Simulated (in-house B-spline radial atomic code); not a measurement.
A run on Sc⁻ that did not converge. Method: scalar-relativistic (X2C) CAM-B3LYP, spin-polarised, spherical fractional occupations, exact exchange averaged over the configuration, Fermi nucleus of rms radius 3.5459 fm; computed with an all-electron radial atomic-structure program (B-spline basis).

Command:
```bash
python run_scf.py task.json out
```
Settings (nuclear radius in fm, mass in u):
```
Z                21
configuration    [Ar] 3d2 4s2
hamiltonian      x2c
method           camb3lyp
spin_polarised   True
nucleus          fermi
rms_radius       3.5459
atomic_mass      44.95591
speed_of_light   137.035999084
exact_exchange   averaged over the configuration
```

First and last ten iterations of the last attempt (damped for 15 steps, keeping 80 % of the old Fock matrix, then DIIS):
```
 iter        energy (Eh)    residual
    1        -761.587757    2.82e-01
    2        -762.064319    2.11e-01
    3        -763.120776    1.34e-01
    4        -763.684461    8.29e-02
    5        -763.974883    4.94e-02
    6        -764.118251    2.73e-02
    7        -764.184712    1.43e-02
    8        -763.786906    4.29e-02
    9        -764.131690    2.55e-02
   10        -764.186815    1.43e-02
  111        -763.776382    3.81e-02
  112        -763.804923    3.68e-02
  113        -763.771691    3.84e-02
  114        -763.778462    3.82e-02
  115        -763.776277    3.84e-02
  116        -763.776965    3.83e-02
  117        -763.776502    3.84e-02
  118        -763.770911    3.87e-02
  119        -764.218111    3.51e-03
  120        -763.809563    3.69e-02
 not converged after 120 iterations
```

The smallest residual met was 3.5e-03; the threshold is about 2e-07. No energy from this run should be used. Run time, properties included: 33 s on 1 thread of Arm Neoverse N1 (shared host).
